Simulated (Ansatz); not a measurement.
Two members of one family (Series ReO3X), computed with Ansatz in the gas phase; def2 core potentials for Re, no spin–orbit coupling. The two geometries come from different levels. Binding counts from free atoms in the multiplicity of their measured ground term, without zero-point energy. A dash marks a value that wasn't run or was left out as unsound. The structures are stationary points that may keep the symmetry of their start. Remarks come from the PBE and PBE0 runs and from stability tests at other levels; not every state was tested. HOMO above LUMO (over both spins in singlets and doublets, within one spin in higher multiplets; at PBE or PBE0), or a gap under 0.15 eV within one spin, warns that the state may not be the lowest or that an electron is smeared out.

First: ReO3F (singlet, charge 0, PBE0-D4/def2-SVP geometry).

```xyz
5

Re    0.0078   -0.0055    0.0078
O     1.6079    0.3492   -0.3974
O    -0.2584    0.4942    1.5987
O    -0.1967   -1.6807   -0.0621
F    -1.1606    0.8429   -1.1471
```

| level | HOMO (eV) | LUMO (eV) | gap (eV) | vertical IE (eV) | vertical triplet (eV) | binding per atom (eV) |
| --- | --- | --- | --- | --- | --- | --- |
| PBE-D4/def2-SVP | -8.50 | -3.84 | 4.66 | – | – | 5.29 |
| r2SCAN-D4/def2-TZVP | -8.96 | -3.94 | 5.02 | 12.28 | 4.46 | 4.94 |
| PBE0-D4/def2-TZVP | -10.22 | -3.25 | 6.97 | 12.46 | 4.31 | 4.67 |
| r2SCAN0-D4/def2-TZVP | -10.52 | -3.28 | 7.24 | – | – | 4.38 |
| CAM-B3LYP-D4/def2-TZVP | -11.67 | -2.20 | 9.47 | – | – | 4.69 |

Metal–donor distances: 3 × O 1.69 Å, 1 × F 1.85 Å. Remarks: gap within one spin near zero at PBE or PBE0 (triplet).

Second: ReO3Cl (singlet, charge 0, PBE-D4/def2-SVP geometry).

Cartesian coordinates in Å:
```
Re 0.0761 0.0382 -0.0390
O 0.5036 -0.8037 -1.4709
O -0.2194 1.6799 -0.4394
O 1.4019 -0.0271 1.0478
Cl -1.7621 -0.8873 0.9015
```

Task: Estimate the same table for the second.

Result: 
```
                 level  HOMO (eV)  LUMO (eV)  gap (eV)  vertical IE (eV)  vertical triplet (eV)  binding per atom (eV)
       PBE-D4/def2-SVP      -8.42      -4.20      4.22                 –                      –                   5.02
   r2SCAN-D4/def2-TZVP      -8.84      -4.32      4.52             11.92                   3.97                   4.70
     PBE0-D4/def2-TZVP     -10.08      -3.65      6.43             12.07                   3.81                   4.44
  r2SCAN0-D4/def2-TZVP     -10.38      -3.68      6.69                 –                      –                   4.15
CAM-B3LYP-D4/def2-TZVP     -11.53      -2.62      8.91                 –                      –                   4.40
```

Metal–donor distances: 3 × O 1.72 Å, 1 × Cl 2.26 Å. Remarks: gap within one spin near zero at PBE or PBE0 (+1 doublet), spin-contaminated (⟨S²⟩ up to 0.83) (+1 doublet), gap within one spin near zero at PBE or PBE0 (triplet).
